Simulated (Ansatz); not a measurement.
`[OH][GeH2][SiH](O)O` + `[OH][AlH2]` → `O[SiH](O)[O][AlH2]` + `[OH][GeH3]`  (cleavage of the Si–Ge bond)

Program: Ansatz. Geometries: PBE0-D4/def2-TZVP. ΔE: electronic, gas phase. CBS: MP2 limit from def2 TZ/QZ plus the TZ coupled-cluster correction, frozen cores. This one scheme is used for every species. DFT in def2-TZVPP. B3LYP here is the variant with VWN-RPA as its local correlation; programs differ in this. For Ge outer-core shells are correlated without core-valence functions, which leaves a few kJ/mol of doubt a bond. Scalar relativity is left out up to krypton. Each species was taken in one conformer, which may not be the lowest.

| level | ΔE (kJ/mol) | difference from CCSD(T)/CBS |
| --- | --- | --- |
| B3LYP-D4 | -129.5 | 4.0 |
| ωB97X-V | -131.0 | 2.5 |
| ωB97M-V | -132.5 | 1.0 |
| PBE | -108.6 | 24.9 |
| r2SCAN | -130.3 | 3.2 |
| PBE0 | -121.6 | 11.9 |
| B3LYP | -132.6 | 0.9 |
| MP2/def2-TZVPP | -138.3 | -4.8 |
| CCSD(T)/def2-TZVPP | -136.2 | -2.7 |
| HF/CBS(def2) | -173.8 | -40.3 |
| CCSD(T)/CBS | -133.5 | 0 |

Largest T1 diagnostic among the species: 0.012.

From PBE to PBE0 (25 % exact exchange), in def2-TZVPP and without D4, ΔE moves by −13.0 kJ/mol. In def2-TZVPP, CCSD(T) changes the Hartree–Fock value by +33.3 kJ/mol (the triples alone add +4.7 kJ/mol) and MP2 by +31.2 kJ/mol. The D4 term adds +3.1 kJ/mol with B3LYP and +1.7 kJ/mol with PBE0; it sums over pairs of atoms, weighted by their polarisabilities, and B3LYP, whose exchange is more repulsive, gets the larger term.
